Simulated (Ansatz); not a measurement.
## Worked example: a bond strength in C2H3ClNSi (SMILES C[Si](Cl)C#N)

C2H3ClNSi has 8 atoms, charge 0, and is taken as a doublet. As SMILES, `C[Si](Cl)C#N`. The shape was relaxed beforehand at wB97X-V/def2-SVP.

```xyz
8

C    -0.7134   -0.5423    0.7879
Si    0.6014    0.6682    0.2404
Cl    2.4961   -0.0988    0.5146
C     0.4026    1.0026   -1.5817
N     0.2468    1.2842   -2.6968
H    -0.5976   -1.4881    0.2313
H    -0.6289   -0.7525    1.8654
H    -1.7148   -0.1304    0.5832
```

Wanted: the dissociation energy of the C4–Si2 bond into doublet CN and singlet CH3ClSi (shapes relaxed at wB97X-V/def2-SVP, no zero-point term). 1 Eh = 2625.50 kJ/mol = 27.2114 eV. Totals in Eh; open shells run unrestricted unless said.

| level | program | C2H3ClNSi | doublet CN | singlet CH3ClSi |
| --- | --- | --- | --- | --- |
| USVWN5/def2-SVP | Ansatz | -878.321455 | -91.838722 | -786.321895 |
| UPBE/def2-SVP | Ansatz | -881.627184 | -92.534352 | -788.948148 |
| U-wB97M-V/def2-SVP | Ansatz | -882.038136 | -92.607264 | -789.280758 |

**Question.** Work out the dissociation energy at each level.

**Answer.** 
1. USVWN5/def2-SVP: (-91.838722) + (-786.321895) − (-878.321455) = 0.160838 Eh = 422.3 kJ/mol = 4.38 eV.
2. UPBE/def2-SVP: (-92.534352) + (-788.948148) − (-881.627184) = 0.144684 Eh = 379.9 kJ/mol = 3.94 eV.
3. U-wB97M-V/def2-SVP: (-92.607264) + (-789.280758) − (-882.038136) = 0.150114 Eh = 394.1 kJ/mol = 4.08 eV.

The levels span 380 to 422 kJ/mol; no measured value is set beside them. A fragment with an even electron count was run as a singlet and may have a lower triplet. A bond enthalpy at 298 K also holds the loss of zero-point energy and thermal terms.
